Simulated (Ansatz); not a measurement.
Cartesian coordinates (Å):
```xyz
14

C      1.9494     0.2112    -0.2406
C      0.6265    -0.3242    -0.7800
Si    -0.8481     0.0050     0.3295
S     -1.1570     2.0866     0.7521
S     -2.6774    -0.6570    -0.5836
S     -0.4110    -0.9479     2.1988
H      2.7727     0.0297    -0.9484
H      1.8916     1.2957    -0.0603
H      2.2212    -0.2651     0.7141
H      0.3854     0.1242    -1.7594
H      0.6770    -1.4149    -0.9490
H     -1.6378     2.3735    -0.4799
H     -2.1833    -1.8644    -0.9425
H     -1.6091    -0.6523     2.7493
```
Charge 0, spin multiplicity 1.

Computed with frozen-core CCSD(T)/cc-pVDZ // PBE0-D4/def2-SVP (Ansatz, a first-principles code).

The HF energy is -1562.03473 Ha and the MP2 correlation energy comes out as -0.78911 Ha.

Task: Estimate the CCSD correlation energy, the (T) correction, the total energy and the T1 diagnostic.

Result: 
| Item | Result |
|---|---|
| CCSD correlation energy | -0.87012 Ha |
| (T) correction | -0.02657 Ha |
| CCSD(T) total energy | -1562.93142 Ha |
| T1 diagnostic | 0.010 |
